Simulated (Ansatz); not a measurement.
# Molecular dynamics of C2H8FNOSSi

input.yaml

```yaml
crystal:
  periodic: [false, false, false]
  atoms:
    - { symbol: C, position_ang: [0.075837, -1.841954, 0.201128] }
    - { symbol: C, position_ang: [0.26663, -0.302539, 0.386148] }
    - { symbol: "N", position_ang: [1.580064, 0.200511, -0.11599] }
    - { symbol: F, position_ang: [0.202511, -0.038326, 1.798391] }
    - { symbol: Si, position_ang: [-1.054163, 0.835752, -0.462884] }
    - { symbol: O, position_ang: [-0.020821, 1.737941, -1.507913] }
    - { symbol: S, position_ang: [-1.828753, 1.863926, 1.182994] }
    - { symbol: H, position_ang: [0.051752, -2.097396, -0.866188] }
    - { symbol: H, position_ang: [-0.864303, -2.176243, 0.659212] }
    - { symbol: H, position_ang: [0.904954, -2.385462, 0.674156] }
    - { symbol: H, position_ang: [1.312234, 0.873472, -0.906075] }
    - { symbol: H, position_ang: [2.110636, -0.597709, -0.540581] }
    - { symbol: H, position_ang: [-1.967946, 0.119415, -1.318289] }
    - { symbol: H, position_ang: [0.114497, 2.637695, -1.058889] }
    - { symbol: H, position_ang: [-0.905028, 1.120316, 1.90388] }
basis:
  gaussian: { orbitals: STO-3G }
hamiltonian:
  xc: cam_b3lyp
md:
  timestep: 0.25
  n_steps: 216
  ensemble: nve
  temperature: 700.0
  initial_velocities: maxwell_boltzmann
  seed: 394159
```

Command:

```bash
$ ansatz run input.yaml --threads 1 --pin off --max-ram 2048MiB --backend cpu --events-out ev --progress --plain --runs-dir out
```

It starts from a relaxed structure.

Output, in part (one step line in 8, the closing report, with atoms numbered from 0):

```
md step     0: t =     0.00 fs  T =   700.0 K  F+E_penalty+E_count = -26842.18926400 eV  E_kin = 1.176266 eV  conserved = -26841.01299801 eV  (23 SCF iters)
md step     8: t =     2.00 fs  T =   426.8 K  F+E_penalty+E_count = -26841.72757479 eV  E_kin = 0.717121 eV  conserved = -26841.01045366 eV  (28 SCF iters)
md step    16: t =     4.00 fs  T =   379.2 K  F+E_penalty+E_count = -26841.64887311 eV  E_kin = 0.637154 eV  conserved = -26841.01171926 eV  (23 SCF iters)
md step    24: t =     6.00 fs  T =   267.2 K  F+E_penalty+E_count = -26841.46027411 eV  E_kin = 0.448993 eV  conserved = -26841.01128086 eV  (29 SCF iters)
md step    32: t =     8.00 fs  T =   256.5 K  F+E_penalty+E_count = -26841.44179349 eV  E_kin = 0.430987 eV  conserved = -26841.01080692 eV  (22 SCF iters)
md step    40: t =    10.00 fs  T =   419.2 K  F+E_penalty+E_count = -26841.71660510 eV  E_kin = 0.704377 eV  conserved = -26841.01222794 eV  (29 SCF iters)
md step    48: t =    12.00 fs  T =   299.8 K  F+E_penalty+E_count = -26841.51484013 eV  E_kin = 0.503845 eV  conserved = -26841.01099495 eV  (23 SCF iters)
md step    56: t =    14.00 fs  T =   297.8 K  F+E_penalty+E_count = -26841.51178659 eV  E_kin = 0.500421 eV  conserved = -26841.01136589 eV  (29 SCF iters)
md step    64: t =    16.00 fs  T =   315.8 K  F+E_penalty+E_count = -26841.54199403 eV  E_kin = 0.530676 eV  conserved = -26841.01131819 eV  (28 SCF iters)
md step    72: t =    18.00 fs  T =   358.9 K  F+E_penalty+E_count = -26841.61442723 eV  E_kin = 0.603092 eV  conserved = -26841.01133520 eV  (28 SCF iters)
md step    80: t =    20.00 fs  T =   420.4 K  F+E_penalty+E_count = -26841.71835932 eV  E_kin = 0.706423 eV  conserved = -26841.01193636 eV  (28 SCF iters)
md step    88: t =    22.00 fs  T =   322.0 K  F+E_penalty+E_count = -26841.55233782 eV  E_kin = 0.541035 eV  conserved = -26841.01130321 eV  (28 SCF iters)
md step    96: t =    24.00 fs  T =   246.0 K  F+E_penalty+E_count = -26841.42427685 eV  E_kin = 0.413363 eV  conserved = -26841.01091397 eV  (22 SCF iters)
md step   104: t =    26.00 fs  T =   366.0 K  F+E_penalty+E_count = -26841.62696608 eV  E_kin = 0.615045 eV  conserved = -26841.01192068 eV  (28 SCF iters)
md step   112: t =    28.00 fs  T =   336.5 K  F+E_penalty+E_count = -26841.57613934 eV  E_kin = 0.565422 eV  conserved = -26841.01071753 eV  (20 SCF iters)
md step   120: t =    30.00 fs  T =   447.3 K  F+E_penalty+E_count = -26841.76400488 eV  E_kin = 0.751587 eV  conserved = -26841.01241833 eV  (28 SCF iters)
md step   128: t =    32.00 fs  T =   280.2 K  F+E_penalty+E_count = -26841.48180738 eV  E_kin = 0.470787 eV  conserved = -26841.01102044 eV  (22 SCF iters)
md step   136: t =    34.00 fs  T =   233.1 K  F+E_penalty+E_count = -26841.40256375 eV  E_kin = 0.391642 eV  conserved = -26841.01092188 eV  (21 SCF iters)
md step   144: t =    36.00 fs  T =   366.1 K  F+E_penalty+E_count = -26841.62696141 eV  E_kin = 0.615156 eV  conserved = -26841.01180501 eV  (27 SCF iters)
md step   152: t =    38.00 fs  T =   399.8 K  F+E_penalty+E_count = -26841.68286086 eV  E_kin = 0.671822 eV  conserved = -26841.01103888 eV  (20 SCF iters)
md step   160: t =    40.00 fs  T =   499.0 K  F+E_penalty+E_count = -26841.85064985 eV  E_kin = 0.838581 eV  conserved = -26841.01206909 eV  (28 SCF iters)
md step   168: t =    42.00 fs  T =   369.7 K  F+E_penalty+E_count = -26841.63238874 eV  E_kin = 0.621220 eV  conserved = -26841.01116880 eV  (20 SCF iters)
md step   176: t =    44.00 fs  T =   285.2 K  F+E_penalty+E_count = -26841.49042688 eV  E_kin = 0.479226 eV  conserved = -26841.01120085 eV  (27 SCF iters)
md step   184: t =    46.00 fs  T =   308.8 K  F+E_penalty+E_count = -26841.53024619 eV  E_kin = 0.518841 eV  conserved = -26841.01140567 eV  (28 SCF iters)
md step   192: t =    48.00 fs  T =   315.6 K  F+E_penalty+E_count = -26841.54155575 eV  E_kin = 0.530282 eV  conserved = -26841.01127337 eV  (29 SCF iters)
md step   200: t =    50.00 fs  T =   336.4 K  F+E_penalty+E_count = -26841.57680510 eV  E_kin = 0.565274 eV  conserved = -26841.01153134 eV  (29 SCF iters)
md step   208: t =    52.00 fs  T =   325.2 K  F+E_penalty+E_count = -26841.55802038 eV  E_kin = 0.546486 eV  conserved = -26841.01153453 eV  (27 SCF iters)
md step   216: t =    54.00 fs  T =   251.2 K  F+E_penalty+E_count = -26841.43273175 eV  E_kin = 0.422120 eV  conserved = -26841.01061153 eV  (24 SCF iters)
Total energy: -26841.43283863 eV, -986.4044630431 hartree
Atom 0 at     0.054531    -1.898434     0.196476 Å, force     0.937093     0.659183     2.465017 eV/Å
Atom 1 at     0.270792    -0.313496     0.373629 Å, force    -0.083238    -0.857766    -0.135784 eV/Å
Atom 2 at     1.597276     0.170694    -0.103481 Å, force     0.621532     0.941486    -2.860636 eV/Å
Atom 3 at     0.314256    -0.055919     1.761887 Å, force    -0.724055     0.113154     0.840621 eV/Å
Atom 4 at    -1.069945     0.823426    -0.449029 Å, force     1.386472    -0.116602    -0.261363 eV/Å
Atom 5 at     0.018614     1.796871    -1.442415 Å, force    -0.805849    -3.148913    -0.576426 eV/Å
Atom 6 at    -1.888798     1.896012     1.149402 Å, force    -0.143851     0.150415     0.310262 eV/Å
Atom 7 at    -0.191873    -2.193246    -0.812735 Å, force     0.839820    -0.391476    -0.791213 eV/Å
Atom 8 at    -0.781983    -2.219627     0.784427 Å, force    -1.616392     0.306880     0.487002 eV/Å
Atom 9 at     0.842315    -2.460826     0.795446 Å, force    -0.077053     0.694695    -2.008818 eV/Å
Atom 10 at     1.360776     0.961710    -0.921072 Å, force     0.209066    -1.973163     1.983501 eV/Å
Atom 11 at     2.064338    -0.665298    -0.593647 Å, force    -0.334347     0.945393     0.219001 eV/Å
Atom 12 at    -1.931003    -0.025104    -1.240213 Å, force    -0.127987     0.457546    -0.211345 eV/Å
Atom 13 at    -0.055378     2.704796    -1.103981 Å, force    -0.087261     2.376150     0.940135 eV/Å
Atom 14 at    -0.967845     1.328751     2.000591 Å, force     0.006049    -0.156982    -0.399954 eV/Å
Dipole moment:    -0.336481    -0.033957    -0.323770 e Å
```

All steps were run. The conserved energy stayed within 0.17 meV per atom of its start (net change 0.16 meV per atom), so the integration is sound. The temperature averaged 0.49 of the 700 K drawn at the start: a run that starts near a minimum puts about half its kinetic energy into the potential. A run of 0.054 ps of so small a system gives no equilibrium averages. Limits of this set-up: minimal basis.

The same pairs are bonded in the first frame and the last. Pairs count as bonded within 1.25 times the sum of covalent radii (0.12 Å more for H–H).

Last frame:

```xyz
15
Properties=species:S:1:pos:R:3
C 0.054 -1.898 0.197
C 0.271 -0.314 0.374
N 1.597 0.171 -0.103
F 0.314 -0.056 1.762
Si -1.070 0.823 -0.449
O 0.019 1.797 -1.442
S -1.889 1.896 1.149
H -0.192 -2.193 -0.813
H -0.782 -2.220 0.784
H 0.842 -2.461 0.795
H 1.361 0.962 -0.921
H 2.064 -0.665 -0.594
H -1.931 -0.025 -1.240
H -0.055 2.705 -1.104
H -0.968 1.329 2.001
```

Time of the run: 21 min on 1 thread of Arm Neoverse V1, on a shared host, peak memory 0.16 GiB.
